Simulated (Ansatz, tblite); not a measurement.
Removing and adding an electron: NbS₄ (the lowest doublet isomer of a short search). The state is a doublet with charge 0. Geometry: PBE0-D4/def2-SVP. Ansatz, gas phase; energy differences of separate SCF runs; the oxidised species is a singlet (the triplet lies 1.50 eV higher at PBE0-D4/def2-TZVP); the reduced species is a triplet (the singlet lies 0.27 eV higher at PBE0-D4/def2-TZVPD).

```xyz
5

Nb   -0.011   -0.926   -0.067
S     0.425    0.616    1.676
S    -0.857    0.853   -1.380
S     1.805   -1.701   -0.889
S    -1.362    1.159    0.661
```

In the def2 sets Nb takes a core potential; there is no spin–orbit coupling. The xTB rows come from tblite. The structure comes from a short search, and lower isomers may exist.

Problem. Estimate orbital energies and vertical ionisation energies and electron affinities at: GFN1-xTB; GFN2-xTB; PBE-D4/def2-TZVP; PBE-D4/def2-TZVPD; r2SCAN-D4/def2-TZVP; r2SCAN-D4/def2-TZVPD; PBE0-D4/def2-TZVP; PBE0-D4/def2-TZVPD.

Solution. 
```json
{"level": "GFN1-xTB", "−HOMO (eV)": "–", "vertical IE (eV)": "12.23", "−LUMO (eV)": "–", "vertical EA (eV)": "6.50", "HOMO–LUMO gap (eV)": "–", "IE − EA (eV)": "5.73", "remarks": "–"}
{"level": "GFN2-xTB", "−HOMO (eV)": "–", "vertical IE (eV)": "12.80", "−LUMO (eV)": "–", "vertical EA (eV)": "6.98", "HOMO–LUMO gap (eV)": "–", "IE − EA (eV)": "5.82", "remarks": "–"}
{"level": "PBE-D4/def2-TZVP", "−HOMO (eV)": "4.68", "vertical IE (eV)": "7.15", "−LUMO (eV)": "3.79", "vertical EA (eV)": "–", "HOMO–LUMO gap (eV)": "0.90", "IE − EA (eV)": "–", "remarks": "–"}
{"level": "PBE-D4/def2-TZVPD", "−HOMO (eV)": "4.71", "vertical IE (eV)": "–", "−LUMO (eV)": "3.82", "vertical EA (eV)": "1.48", "HOMO–LUMO gap (eV)": "0.89", "IE − EA (eV)": "–", "remarks": "HOMO above zero (-1 triplet)"}
{"level": "r2SCAN-D4/def2-TZVP", "−HOMO (eV)": "5.09", "vertical IE (eV)": "7.38", "−LUMO (eV)": "3.72", "vertical EA (eV)": "–", "HOMO–LUMO gap (eV)": "1.37", "IE − EA (eV)": "–", "remarks": "–"}
{"level": "r2SCAN-D4/def2-TZVPD", "−HOMO (eV)": "5.09", "vertical IE (eV)": "–", "−LUMO (eV)": "3.73", "vertical EA (eV)": "1.56", "HOMO–LUMO gap (eV)": "1.37", "IE − EA (eV)": "–", "remarks": "HOMO above zero (-1 triplet)"}
{"level": "PBE0-D4/def2-TZVP", "−HOMO (eV)": "5.95", "vertical IE (eV)": "7.48", "−LUMO (eV)": "2.96", "vertical EA (eV)": "–", "HOMO–LUMO gap (eV)": "2.99", "IE − EA (eV)": "–", "remarks": "–"}
{"level": "PBE0-D4/def2-TZVPD", "−HOMO (eV)": "5.96", "vertical IE (eV)": "–", "−LUMO (eV)": "2.98", "vertical EA (eV)": "1.63", "HOMO–LUMO gap (eV)": "2.98", "IE − EA (eV)": "–", "remarks": "–"}
```

   A HOMO above zero means that the electron is unbound at that level or that self-interaction error raises the level; the energy of removing that electron tells which. HOMO and LUMO are the levels of the spin that leaves or enters (xTB has no such levels and no spin-polarisation term). Other spin states of the ions may lie lower, which would lower the ionisation energy or raise the affinity. Raw xTB energy differences between charge states are shifted by several eV; the methods need an empirical correction for them.
